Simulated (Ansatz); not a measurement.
Ansatz (a quantum-chemistry and plane-wave program) input (B3LYP/6-31G* with LANL2DZ past Ar): The .json file joins the Basis Set Exchange's 6-31G* for atoms up to Ar and LANL2DZ past it.

Ansatz 0.2 input:
```yaml
crystal:
  periodic: [false, false, false]
  atoms:
    - {symbol: Sr, position_ang: [0.21449600, -0.11091300, -0.16384600]}
    - {symbol: F, position_ang: [-0.68239500, 1.67362700, -0.92907600]}
    - {symbol: F, position_ang: [-0.22325300, -1.20532700, 1.62087000]}
basis:
  gaussian:
    orbitals: 6-31Gs+LANL2DZ.json
hamiltonian:
  xc: {name: B3LYP}
relax: {f_tol: 0.003, max_steps: 120}
```

Output:

```
Functional definition: B3LYP
integrals: 0.01 GiB planned
477 factors; integrals over basis functions are off by at most 8.5e-5 eV
mean field: 0.11 GiB planned
mean field evaluation 1: about -6256.0285 eV, gradient 6.6e1 eV
mean field evaluation 2: about -6168.7564 eV, gradient 2.0e2 eV
mean field evaluation 4: about -6262.6142 eV, gradient 2.0e0 eV
mean field evaluation 8: about -6262.6163 eV, gradient 1.3e-2 eV
mean field -6262.61630050 eV, -230.1469040895 hartree, gradient 7.2e-5 eV, S^2 0.000000; 0 other end points of the search recorded, 0 dependent functions left out
the calculation of the forces begins
reference -6262.61654355 eV, -230.1469130216 hartree; 14, 14 occupied and 28, 28 virtual orbitals, 477 factors
relax step   1: F+E_penalty+E_count = -6262.61630050 eV  Δ(F+E_penalty+E_count) = +0.000e0 eV  max|allowed force component| = 4.996e-1 eV/Å  Δτ_max = 0.0000 Å  (23 SCF iters, accepted)
these checks for a lower state are left out or cut short: starts, cluster_reference, orbital_swaps, neighbouring_geometries, increment
integrals: 0.01 GiB planned
477 factors; integrals over basis functions are off by at most 8.7e-5 eV
mean field: 0.11 GiB planned
mean field evaluation 16: about -6262.6760 eV, gradient 7.2e-2 eV
mean field -6262.67539507 eV, -230.1490757748 hartree, gradient 2.0e-5 eV, S^2 0.000000; 0 other end points of the search recorded, 0 dependent functions left out
the calculation of the forces begins
reference -6262.67563206 eV, -230.1490844842 hartree; 14, 14 occupied and 28, 28 virtual orbitals, 477 factors
relax step   2: F+E_penalty+E_count = -6262.67539507 eV  Δ(F+E_penalty+E_count) = -5.909e-2 eV  max|allowed force component| = 2.213e-1 eV/Å  Δτ_max = 0.1112 Å  (26 SCF iters, accepted)
these checks for a lower state are left out or cut short: starts, cluster_reference, orbital_swaps, neighbouring_geometries, increment
integrals: 0.01 GiB planned
477 factors; integrals over basis functions are off by at most 9.1e-5 eV
mean field: 0.10 GiB planned
mean field -6262.72197403 eV, -230.1507875202 hartree, gradient 9.2e-6 eV, S^2 0.000000; 0 other end points of the search recorded, 0 dependent functions left out
the calculation of the forces begins
reference -6262.72220400 eV, -230.1507959715 hartree; 14, 14 occupied and 28, 28 virtual orbitals, 477 factors
relax step   3: F+E_penalty+E_count = -6262.72197403 eV  Δ(F+E_penalty+E_count) = -4.658e-2 eV  max|allowed force component| = 1.897e-1 eV/Å  Δτ_max = 0.1949 Å  (26 SCF iters, accepted)
these checks for a lower state are left out or cut short: starts, cluster_reference, orbital_swaps, neighbouring_geometries, increment
integrals: 0.01 GiB planned
477 factors; integrals over basis functions are off by at most 9.8e-5 eV
mean field: 0.10 GiB planned
mean field evaluation 32: about -6262.7455 eV, gradient 9.9e-2 eV
mean field -6262.74460789 eV, -230.1516192993 hartree, gradient 5.4e-6 eV, S^2 0.000000; 0 other end points of the search recorded, 0 dependent functions left out
the calculation of the forces begins
reference -6262.74483524 eV, -230.1516276541 hartree; 14, 14 occupied and 28, 28 virtual orbitals, 477 factors
relax step   4: F+E_penalty+E_count = -6262.74460789 eV  Δ(F+E_penalty+E_count) = -2.263e-2 eV  max|allowed force component| = 1.361e-1 eV/Å  Δτ_max = 0.1754 Å  (25 SCF iters, accepted)
these checks for a lower state are left out or cut short: starts, cluster_reference, orbital_swaps, neighbouring_geometries, increment
integrals: 0.01 GiB planned
477 factors; integrals over basis functions are off by at most 1.0e-4 eV
mean field: 0.10 GiB planned
mean field -6262.75168444 eV, -230.1518793577 hartree, gradient 2.7e-6 eV, S^2 0.000000; 0 other end points of the search recorded, 0 dependent functions left out
the calculation of the forces begins
reference -6262.75191137 eV, -230.1518876972 hartree; 14, 14 occupied and 28, 28 virtual orbitals, 477 factors
relax step   5: F+E_penalty+E_count = -6262.75168444 eV  Δ(F+E_penalty+E_count) = -7.077e-3 eV  max|allowed force component| = 7.735e-2 eV/Å  Δτ_max = 0.1193 Å  (26 SCF iters, accepted)
these checks for a lower state are left out or cut short: starts, cluster_reference, orbital_swaps, neighbouring_geometries, increment
integrals: 0.01 GiB planned
477 factors; integrals over basis functions are off by at most 1.0e-4 eV
mean field: 0.10 GiB planned
mean field -6262.75298542 eV, -230.1519271677 hartree, gradient 3.2e-6 eV, S^2 0.000000; 0 other end points of the search recorded, 0 dependent functions left out
the calculation of the forces begins
reference -6262.75321182 eV, -230.1519354877 hartree; 14, 14 occupied and 28, 28 virtual orbitals, 477 factors
relax step   6: F+E_penalty+E_count = -6262.75298542 eV  Δ(F+E_penalty+E_count) = -1.301e-3 eV  max|allowed force component| = 1.677e-3 eV/Å  Δτ_max = 0.0400 Å  (26 SCF iters, accepted)
these checks for a lower state are left out or cut short: starts, cluster_reference, orbital_swaps, neighbouring_geometries, increment
integrals: 0.01 GiB planned
477 factors; integrals over basis functions are off by at most 1.0e-4 eV
mean field: 0.10 GiB planned
mean field -6262.75299539 eV, -230.1519275342 hartree, gradient 6.1e-6 eV, S^2 0.000000; 0 other end points of the search recorded, 0 dependent functions left out
the calculation of the forces begins
reference -6262.75322179 eV, -230.1519358541 hartree; 14, 14 occupied and 28, 28 virtual orbitals, 477 factors
relax step   7: F+E_penalty+E_count = -6262.75299539 eV  Δ(F+E_penalty+E_count) = -9.974e-6 eV  max|allowed force component| = 1.850e-3 eV/Å  Δτ_max = 0.0068 Å  (21 SCF iters, accepted)
integrals: 0.01 GiB planned
477 factors; integrals over basis functions are off by at most 1.0e-4 eV
mean field: 0.10 GiB planned
mean field evaluation 64: about -6256.2260 eV, gradient 6.6e1 eV
mean field -6262.75299539 eV, -230.1519275342 hartree, gradient 6.1e-6 eV, S^2 0.000000; 1 other end points of the search recorded, 0 dependent functions left out
the calculation of the forces begins
reference -6262.75322179 eV, -230.1519358541 hartree; 14, 14 occupied and 28, 28 virtual orbitals, 477 factors
Total energy: -6262.75322179 eV, -230.1519358541 hartree
Atom 0 at    -0.230383     0.119129     0.175982 Å, force    -0.000000     0.000000     0.000000 eV/Å
Atom 1 at    -0.490595     1.750726    -1.269154 Å, force     0.000295    -0.001850     0.001639 eV/Å
Atom 2 at     0.029826    -1.512467     1.621120 Å, force    -0.000295     0.001850    -0.001639 eV/Å
Dipole moment:     0.000001    -0.000001    -0.000001 e Å
```

The geometry given is a B3LYP-D3(BJ)/def2-TZVP minimum.
